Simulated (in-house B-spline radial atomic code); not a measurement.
Configurations of the caesium ion Cs⁶⁺, with energies counted from [Kr] 4d10 5s2 5p1. Level of theory: scalar-relativistic (X2C) LC-wPBE, spin-polarised, spherical fractional occupations, exact exchange averaged over the configuration, Fermi nucleus of rms radius 4.8041 fm; calculated with a B-spline radial code for spherical atoms. Shells without spins written out take the highest spin.

Occupations are held fixed; configurations that lie above the ionisation limit could autoionise.

```csv
configuration,E - E(ref) (eV),highest orbital,its <r> (bohr)
[Kr] 4d9 5s2 5p1 5d1,97.03,5d up,2.059
[Kr] 4d9 5s2 5p1 6d1,123.22,6d up,3.798
[Ar] 3d9 4s2 4p6 4d10 4f1 5s2 5p1,738.02,4f up,1.101
[Ar] 3d9 4s2 4p6 4d10 5s2 5p1 6s1,758.87,6s up,2.884
```

Q: Order these further configurations by energy, lowest first.
A. [Ar] 3d10 4s2 4p5 4d10 5s2 5p1 6f1
B. [Ar] 3d9 4s2 4p6 4d10 5s2 5p2
C. [Kr] 4d10 5s1 5p1 5d1
D. [Kr] 4d10 5s2 6s1
E. [Ar] 3d10 4s2 4p5 4d10 5s2 5p1 6d1

A: D (32.231 eV), C (37.014 eV), E (211.67 eV), A (221.65 eV), B (723.67 eV).
